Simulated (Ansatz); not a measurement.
Gas-phase electronic energies from Ansatz, PBE0-D4/def2-TZVP geometries. CCSD(T)/CBS adds triple-zeta CCSD(T) − MP2 to the extrapolated MP2 energy (def2 sets, frozen cores). Functionals use def2-TZVPP. For Zn outer-core shells are correlated without core-valence functions, which leaves a few kJ/mol of doubt a bond. Scalar relativity is left out up to krypton. Each species was taken in one conformer, which may not be the lowest.

Consider the substitution at a C–N bond: `CNCF` + `C[NH][ZnH]` → `C[N](C)[ZnH]` + `NCF`.

(1) Is it downhill or uphill in electronic energy at CCSD(T)/CBS, and by how much? (Best estimate.)

(2) What do these levels give: ωB97M-V, B2PLYP, revPBE, LC-ωPBE, RPA@PBE/def2-TZVPP, MP2/def2-TZVPP? (An estimate is asked.)

Largest T1 diagnostic among the species: 0.015.

## Answers

(1) Computed: Nearly level: ΔE = -0.1 kJ/mol.

(2) The calculation gave: ωB97M-V 0.3, B2PLYP -0.2, revPBE -0.3, LC-ωPBE 2.7, RPA@PBE/def2-TZVPP -1.2, MP2/def2-TZVPP -3.0 kJ/mol.

In def2-TZVPP, CCSD(T) changes the Hartree–Fock value by −6.7 kJ/mol (the triples alone add −1.4 kJ/mol) and MP2 by −8.1 kJ/mol. Leaving LDA and LC-ωPBE aside and taking each functional with its dispersion term where it has one, the values, not all of them listed here, spread over 5.4 kJ/mol, from revPBE-D4 to ωB97X-V.
